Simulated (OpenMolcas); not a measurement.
Mo4+ among 6 point charges of -1.7 e arranged as a trigonal antiprism (D3d), 2.03 Å from the ion, with a polar angle of 48.2° against the regular 54.74°.

```yaml
Program: OpenMolcas 26.06
Method: "SS-CASPT2, IPEA 0.25 Eh, imaginary shift 0.1 Eh (closed shells correlated: 4s 4p)"
Basis: ANO-RCC-VTZP [7s6p4d2f1g]
Scalar_Hamiltonian: DKH2, point nucleus
Active_space: 2 electrons in 5 orbitals (4d)
State_averaging: 2S+1 = 3 even, 10 roots; 2S+1 = 1 even, 15 roots
Spin-orbit_coupling: RASSI with atomic mean-field integrals over the reference wave functions
```

(1) What is the spin-free ground state (labels of D3, the rotations of D3d)?

(2) Where is the first state of the same spin?

(3) What are the lowest two levels with spin-orbit coupling?

(4) What is χT at 300 K, and how does it compare with the textbook value?

Answers

(1) 3A2, 1-fold in its orbital part, 80 % from free-ion F terms; it has the highest spin that d2 allows.

(2) 3E at 2580 cm-1 above the ground state.

(3) A 1-fold level A1, then a 2-fold level E 78 cm-1 above it. Their leading multiplicities are 3 (99 %) and 3 (100 %).

(4) The lowest level has 2S+1 = 3, for which the spin-only value is χT = S(S+1) / 2 = 1.000 cm3 K/mol (g = 2). The computed 0.591 at 300 K differs by -0.409, through orbital momentum, spin-orbit coupling and any other state in reach.

Roots that are degenerate in the reference are averaged as groups; the widest CASPT2 spread within a group is 120 cm-1 (the 2-fold group of multiplicity 3 near 2580 cm-1 above the lowest state of its run). Shifts and gaps below about the spread of the groups concerned are not significant. Free-ion shares, where given, are those of the reference states; single-state CASPT2 does not remix them. This is an electrostatic model: the charges have no orbitals. No measured value stands beside these numbers.
